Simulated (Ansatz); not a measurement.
SiMe(OAc)3 (C7H12O6Si). The state is a triplet with charge 0. Geometry PBE-D4/def2-SVP, that of the neutral singlet; atoms count from 1.

Cartesian coordinates in Å:
```
Si 0.725 -0.175 -0.057
C 2.298 -1.137 0.036
H 2.974 -0.858 -0.796
H 2.066 -2.218 -0.033
H 2.802 -0.922 0.997
O 0.932 1.524 -0.053
C 1.552 2.129 1.001
C 1.558 3.629 0.863
O 2.029 1.500 1.927
H 2.111 4.084 1.703
H 0.514 4.001 0.851
H 2.012 3.920 -0.104
O -0.378 -0.443 1.218
C -1.058 -1.623 1.244
C -2.197 -1.598 2.223
O -0.761 -2.553 0.514
H -2.613 -2.611 2.352
H -2.977 -0.923 1.813
H -1.873 -1.173 3.193
O 0.036 -0.460 -1.584
C -1.289 -0.357 -1.906
C -1.545 -0.844 -3.308
O -2.130 0.056 -1.135
H -2.589 -0.631 -3.598
H -1.364 -1.938 -3.344
H -0.836 -0.376 -4.018
```

At PBE0-D4/def2-SVP a singlet of charge 0 lies 5.08 eV below the triplet at the same geometry.

(1) Estimate the Mulliken populations from the PBE0/def2-SVP orbitals of Ansatz.

(2) Where does the spin sit?

(3) And the Mayer bond orders between heavy atoms (over 0.3)?

Answers

(1) 
```
atom  charge (e)  spin (α − β)
 Si1        0.98          0.03
  C2       -0.37          0.00
  H3        0.10          0.00
  H4        0.11          0.00
  H5        0.10          0.00
  O6       -0.43          0.13
  C7        0.03          0.73
  C8       -0.02          0.01
  O9       -0.06          0.98
 H10        0.06          0.00
 H11        0.07          0.06
 H12        0.06          0.05
 O13       -0.44          0.00
 C14        0.22          0.00
 C15       -0.06          0.00
 O16       -0.27          0.00
 H17        0.07          0.00
 H18        0.10          0.00
 H19        0.08          0.00
 O20       -0.46          0.00
 C21        0.23          0.00
 C22       -0.07          0.00
 O23       -0.26          0.00
 H24        0.07          0.00
 H25        0.09          0.00
 H26        0.08          0.00
```
Mulliken values depend strongly on the basis.

(2) Summed by element: Si 0.03, C 0.74, H 0.12, O 1.11, of 2 unpaired in all. Largest on single atoms: O9 0.98, C7 0.73, O6 0.13.

(3) Si1–C2 1.05 (1.85 Å); Si1–O6 1.00 (1.71 Å); Si1–O13 0.93 (1.71 Å); Si1–O20 0.94 (1.70 Å); O6–C7 1.00 (1.36 Å); C7–C8 1.06 (1.51 Å); C7–O9 1.35 (1.22 Å); O13–C14 1.08 (1.36 Å); C14–C15 1.04 (1.50 Å); C14–O16 2.00 (1.22 Å); O20–C21 1.06 (1.37 Å); C21–C22 1.03 (1.51 Å); C21–O23 2.04 (1.21 Å).
